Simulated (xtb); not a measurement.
xtb input (GFN2-xTB):

```bash
xtb mol.xyz --gfn 2 --ohess tight --chrg -1 --uhf 0
```
mol.xyz:
```
8

Si    -0.25912580    -0.56130765    -0.16037792
F      0.06613166    -1.12704277    -1.75273269
F     -0.93516542    -1.89527089     0.71179005
N     -1.52002544     0.77821356    -0.27927581
N      1.22421718     0.04170387     0.62368000
H     -1.03309089     1.50965590    -0.80682840
H      0.92786807     0.35009344     1.55031716
H      1.56649327     0.86134699     0.09068785
```

End of the output:

```
optimized geometry written to: xtbopt.xyz

           -------------------------------------------------
          | TOTAL ENERGY              -18.903965105516 Eh   |
          | TOTAL ENTHALPY            -18.853005523172 Eh   |
          | TOTAL FREE ENERGY         -18.890088689013 Eh   |
          | GRADIENT NORM               0.000274558334 Eh/α |
          | HOMO-LUMO GAP               6.379841282873 eV   |
           -------------------------------------------------

------------------------------------------------------------------------
------------------------------------------------------------------------
 total:
 SCF:
 ANC optimizer:
 analytical hessian:
```

It need not be the lowest isomer of its formula. Whether it binds its extra electron was not tested at this geometry.
